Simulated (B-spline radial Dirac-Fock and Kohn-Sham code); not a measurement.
Relativistic shifts of the levels of Ho⁴⁸⁺

System: holmium as Ho⁴⁸⁺, configuration [Ar] 3d1.

Both columns are ΔSCF binding energies of the configuration average from an atomic code on a B-spline grid: non-relativistic Hartree-Fock with a point nucleus, and Dirac-Fock with a finite nucleus and the Coulomb interaction alone, averaged over the two j levels with weights 2j+1.

| shell | Hartree-Fock (eV) | Dirac-Fock (eV) | shift (eV) | shift (%) |
| --- | --- | --- | --- | --- |
| 1s | 55335.8 | 59026.6 | +3690.84 | +6.67 |
| 2s | 11486.5 | 12488.3 | +1001.73 | +8.72 |
| 2p | 11102.7 | 11450.0 | +347.28 | +3.13 |
| 3s | 4472.5 | 4764.6 | +292.12 | +6.53 |
| 3p | 4309.0 | 4432.6 | +123.68 | +2.87 |
| 3d | 4093.1 | 4103.5 | +10.41 | +0.25 |

Relativity binds 1s, 2s, 2p, 3s, 3p, 3d more strongly, among those listed most of all 2s in relative terms.

Values without a named source are computed, but for edge energies of neutral atoms, which are taken from tables.
